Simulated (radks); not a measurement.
Values are calculated unless marked as measured or tabulated.
Question: Ionisation of Pr45+, [Ne] 3s2 3p2, to Pr46+, [Ne] 3s2 3p1, under several functionals. Scalar-relativistic Kohn-Sham, spin-polarised, spherical densities, finite nucleus; open shells are filled with parallel spins first (spin-orbit coupling, left out, can overturn this in heavy ions); a radial shooting solver on a logarithmic mesh with Libxc functionals. Known Delta-SCF values: SCAN 3660.1 eV; XLYP 3659.9 eV; LDA (Slater exchange, Perdew-Zunger correlation) 3658.0 eV. What does PBE give, and what is its highest occupied eigenvalue?

Answer: 3659.0 eV by Delta-SCF; the 3p eigenvalue is -3613.8 eV. NIST: 3729 eV (theoretical).
